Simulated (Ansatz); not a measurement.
Geometry optimisation, Ansatz 0.2.0, RHF/def2-SVP.

Input:

```yaml
crystal:
  periodic: [false, false, false]
  atoms:
    - { symbol: O, position_ang: [-2.3148, -0.6945, 0.1584] }
    - { symbol: Ge, position_ang: [-0.9987, -1.7985, 0.0291] }
    - { symbol: Sn, position_ang: [1.1916, -0.5491, 0.5213] }
    - { symbol: "N", position_ang: [1.536, 1.0101, -0.8054] }
    - { symbol: Al, position_ang: [3.02212, 0.39638, -1.89748] }
    - { symbol: H, position_ang: [-2.2467, -0.0288, -0.6299] }
    - { symbol: H, position_ang: [-0.9106, -2.3862, -1.3971] }
    - { symbol: H, position_ang: [-1.1511, -2.9221, 1.0513] }
    - { symbol: H, position_ang: [1.1891, 0.0982, 2.2096] }
    - { symbol: H, position_ang: [2.5643, -1.6664, 0.3951] }
    - { symbol: H, position_ang: [1.99359, 1.74193, -0.2019] }
    - { symbol: H, position_ang: [3.72984, -1.0051, -1.55648] }
    - { symbol: H, position_ang: [2.95711, 0.65299, -3.48885] }
basis:
  gaussian: { orbitals: def2-SVP }
hamiltonian:
  xc: hf
relax:
  f_tol: 0.015
  max_steps: 40
```

Run as:

```bash
$ ansatz run input.yaml --threads 2 --pin off --max-ram 3072MiB --backend cpu --events-out ev --progress --plain --runs-dir out
```

Question: Where does it end, and by what steps?

Answer: The run converged. After 28 steps the energy has fallen by 1.822 eV; H13 moved furthest, 1.08 Å.

| step | energy less start (eV) | largest force component (eV/Å) | accepted |
| --- | --- | --- | --- |
| 0 | 0.0000 | 3.500 | yes |
| 1 | -0.9268 | 2.007 | yes |
| 2 | -1.2863 | 1.895 | yes |
| 3 | -1.4436 | 2.780 | yes |
| 4 | -1.6687 | 1.274 | yes |
| 5 | -1.7738 | 0.284 | yes |
| 6 | -1.7919 | 0.193 | yes |
| 7 | -1.8135 | 0.055 | yes |
| 8 | -1.8151 | 0.036 | yes |
| 9 | -1.8130 | 0.152 | no |
| 10 | -1.8169 | 0.048 | yes |
| 11 | -1.8171 | 0.085 | yes |
| 12 | -1.8177 | 0.072 | yes |
| 13 | -1.8182 | 0.041 | yes |
| 14 | -1.8191 | 0.049 | yes |
| 15 | -1.8195 | 0.086 | yes |
| 16 | -1.8199 | 0.090 | yes |
| 17 | -1.8203 | 0.073 | yes |
| 18 | -1.8203 | 0.083 | yes |
| 19 | -1.8205 | 0.076 | yes |
| 20 | -1.8210 | 0.049 | yes |
| 21 | -1.8211 | 0.023 | yes |
| 22 | -1.8214 | 0.045 | yes |
| 23 | -1.8215 | 0.080 | yes |
| 24 | -1.8216 | 0.087 | yes |
| 25 | -1.8217 | 0.080 | yes |
| 26 | -1.8218 | 0.052 | yes |
| 27 | -1.8218 | 0.021 | yes |
| 28 | -1.8219 | 0.004 | yes |

```xyz
13
Properties=species:S:1:pos:R:3
O -2.181 -0.570 -0.139
Ge -0.976 -1.842 0.160
Sn 1.328 -0.700 0.787
N 1.880 0.580 -0.715
Al 2.930 0.372 -2.130
H -2.057 -0.041 -0.911
H -0.842 -2.713 -1.103
H -1.564 -2.677 1.300
H 1.184 0.238 2.214
H 2.592 -1.842 0.970
H 1.518 1.507 -0.557
H 3.513 -1.068 -2.421
H 3.237 1.606 -3.069
```

The run took 2.3 min on 2 threads of Intel(R) Xeon(R) 6975P-C (Granite Rapids) (shared host), peak memory 0.49 GiB.
